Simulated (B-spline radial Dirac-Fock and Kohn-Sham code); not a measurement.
# Ce²⁺ 5s: cross section and angular parameters

System: Ce²⁺ in the configuration [Xe] 4f2; threshold 54.79 eV (orbital energy of the model). The computed values come from a radial atomic solver: Dirac-Hartree-Slater photoionisation with a Latter tail; cross sections with all multipoles, angular parameters from the dipole term and its interference with E2.

Input of the calculation (task.json; shells as n, l, electrons):

```json
{"items": [{
  "Z": 58,
  "q": 2,
  "cfg": [[1, 0, 2], [2, 0, 2], [2, 1, 6], [3, 0, 2], [3, 1, 6], [3, 2, 10], [4, 0, 2], [4, 1, 6], [4, 2, 10], [4, 3, 2], [5, 0, 2], [5, 1, 6]],
  "A": 140,
  "rrms": 4.8771,
  "do": "xps",
  "hv": [60, 72.7, 88.8, 89.6, 100, 104.0, 112.0, 138.0, 197.0, 200, 213.0, 300, 349.0, 390.0, 400, 470.0, 909.0, 1253.6, 1430.0, 1460.0, 2080.0, 3380.0, 4110.0, 4780.0, 5970.0, 10100.0, 11100.0, 11400.0, 12000, 15000]
}]}
```

Command: `python xray2_run.py task.json out`

For linearly polarised light dσ/dΩ = σ/(4π) [1 + β P₂(cos θ) + (δ + γ cos²θ) sin θ cos φ], with θ from the polarisation vector and φ the angle between the beam and the projection of the electron momentum on the plane normal to the polarisation.

```csv
hν (eV),σ (kb),β,γ
72.7,144,1.798,-0.049
88.8,133,1.855,0.043
89.6,133,1.857,0.049
100,127,1.881,0.091
104,125,1.888,0.107
112,119,1.899,0.134
138,98.6,1.921,0.201
197,65.0,1.941,0.269
200,63.8,1.942,0.272
213,59.0,1.945,0.279
300,37.9,1.956,0.317
349,?,?,?
390,26.3,1.962,0.335
400,25.3,1.963,0.335
470,20.0,1.966,0.332
909,7.19,1.975,0.255
1253.6,4.21,1.978,0.176
1430,3.36,1.979,0.137
1460,3.24,1.979,0.131
2080,1.73,1.981,0.021
3380,0.709,1.984,-0.098
4110,0.490,1.984,-0.117
4780,0.366,1.985,-0.113
5970,0.237,1.985,-0.071
10100,0.0815,1.985,0.235
11100,0.0668,1.985,0.327
11400,0.0632,1.985,0.356
12000,0.0566,1.985,0.413
15000,0.0350,1.985,0.699
```

**Question.** Give the values at 349 eV.

**Answer.** σ = 30.8 kb, β = 1.960, γ = 0.330. For an s subshell δ is negligible.
